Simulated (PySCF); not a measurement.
**Yb (ytterbium, neutral) across methods**

[Xe] 4f14 5d2, high-spin 3F determinant (an excited configuration). Computed with PySCF 2.14 in cc-pVTZ-X2C, with the spin-free X2C one-electron Hamiltonian (Gaussian nucleus).

```
method   E (hartree)  mean ε 4f β (eV)  mean ε 4f α (eV)  mean ε 5d α (eV)  Σ⟨r²⟩ (bohr²)   ⟨S²⟩
   UHF  -14054.23103           -12.499           -12.413            -2.531          74.33  2.005
   LDA     -14049.98            -2.056            -2.122            -0.883          72.55  2.005
r2SCAN     -14059.46            -1.846            -1.853            -1.002          72.27  2.058
   PBE     -14059.37            -1.953            -2.002            -0.940          73.48  2.019
```

(1) Estimate the same row for PBE0.

Spin-orbit coupling, absent here, splits the open shell strongly.

## Answers

(1) E (hartree) = -14059.09; mean ε 4f β (eV) = -4.474; mean ε 4f α (eV) = -4.500; mean ε 5d α (eV) = -1.396; Σ⟨r²⟩ (bohr²) = 72.78; ⟨S²⟩ = 2.006.
